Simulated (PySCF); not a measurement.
# SiPb⁺ at r²SCAN

Computed with r²SCAN; basis Si def2-SVPD, Pb def2-SVPD with ECP60; scalar-relativistic core potentials; PySCF 2.14.

```json
{
 "state": "⁴Σ⁻ (quartet), unpaired electrons σ ↑, π ↑↑",
 "bond length": "2.640 Å",
 "harmonic wavenumber": "277 cm⁻¹",
 "force constant": "1.12 mdyn/Å",
 "rotational constant Be": "0.09811 cm⁻¹",
 "anharmonicity ωexe": "0.990 cm⁻¹",
 "vibration–rotation constant αe": "0.000467 cm⁻¹",
 "bond order (Mayer)": "1.60",
 "dipole moment (positive dipole points towards Pb; it is taken about the centre of mass and depends on that origin)": "-2.40 D"
}
```

These are scalar-relativistic numbers at best; spin–orbit coupling would shift them, the dissociation energy most. The state was picked by a PBE0 search and need not be the measured ground state.
